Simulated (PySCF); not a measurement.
Nonlinear optical response: pyruvic aldehyde dimethyl acetal, C₅H₁₀O₃

Molfile (atoms numbered from 1):
```
C5H10O3
     RDKit          3D

 18 17  0  0  0  0  0  0  0  0999 V2000
   -1.7206    1.6731   -0.2110 C   0  0  0  0  0  0  0  0  0  0  0  0
   -0.3547    1.3623   -0.3149 O   0  0  0  0  0  0  0  0  0  0  0  0
   -0.0939    0.0899   -0.7555 C   0  0  0  0  0  0  0  0  0  0  0  0
   -0.5373   -0.8374    0.2015 O   0  0  0  0  0  0  0  0  0  0  0  0
   -0.7885   -2.1237   -0.2972 C   0  0  0  0  0  0  0  0  0  0  0  0
    1.4172   -0.0990   -0.9101 C   0  0  0  0  0  0  0  0  0  0  0  0
    2.2865    0.6273    0.0701 C   0  0  0  0  0  0  0  0  0  0  0  0
    1.8306   -0.8731   -1.7404 O   0  0  0  0  0  0  0  0  0  0  0  0
   -2.2261    1.5850   -1.1914 H   0  0  0  0  0  0  0  0  0  0  0  0
   -1.7943    2.7129    0.1329 H   0  0  0  0  0  0  0  0  0  0  0  0
   -2.2292    1.0140    0.5103 H   0  0  0  0  0  0  0  0  0  0  0  0
   -0.5797   -0.1237   -1.7350 H   0  0  0  0  0  0  0  0  0  0  0  0
    0.1139   -2.5849   -0.7350 H   0  0  0  0  0  0  0  0  0  0  0  0
   -1.1312   -2.7386    0.5457 H   0  0  0  0  0  0  0  0  0  0  0  0
   -1.5775   -2.1090   -1.0734 H   0  0  0  0  0  0  0  0  0  0  0  0
    1.9357    0.4163    1.0918 H   0  0  0  0  0  0  0  0  0  0  0  0
    2.1815    1.7124   -0.0776 H   0  0  0  0  0  0  0  0  0  0  0  0
    3.3307    0.3166   -0.0554 H   0  0  0  0  0  0  0  0  0  0  0  0
  1  2  1  0
  2  3  1  0
  3  4  1  0
  4  5  1  0
  3  6  1  0
  6  7  1  0
  6  8  2  0
  1  9  1  0
  1 10  1  0
  1 11  1  0
  3 12  1  0
  5 13  1  0
  5 14  1  0
  5 15  1  0
  7 16  1  0
  7 17  1  0
  7 18  1  0
M  END
```

Computed, not measured: quadratic response CAM-B3LYP/aug-cc-pVDZ first hyperpolarisability, Taylor convention, gas phase (PySCF). Geometry: PBE0-D3(BJ)/def2-SVP.

Problem. Give β for the processes computed.

Solution. In au, Taylor convention; the vector part is βᵢ = ⅓ Σⱼ (βᵢⱼⱼ + βⱼᵢⱼ + βⱼⱼᵢ); β∥ is 3/5 of the vector part along the dipole, the dipole points from − to +:
```
                   process  λ (nm)  β vector norm   β∥  β HRS  depolarisation ratio
           static β(0;0,0)       ∞           95.4  3.8   45.2                  3.50
second harmonic β(−2ω;ω,ω)    1907           99.1  5.0   47.1                  3.48
         Pockels β(−ω;ω,0)    1907           96.6  4.2      –                     –
second harmonic β(−2ω;ω,ω)    1064          108.6  8.2   52.0                  3.43
         Pockels β(−ω;ω,0)    1064           99.4  5.1      –                     –
```

Problem. Which lowest excitations, dipole and polarisabilities go with it?

Solution. S1 4.29 eV (f = 0.001); S2 6.54 eV (f = 0.032); S3 6.68 eV (f = 0.020); dipole 2.34 D; isotropic α 75.2 au static, 75.4 au at 1907 nm, 75.7 au at 1064 nm, 75.9 au at 953.5 nm, 77.4 au at 532 nm.
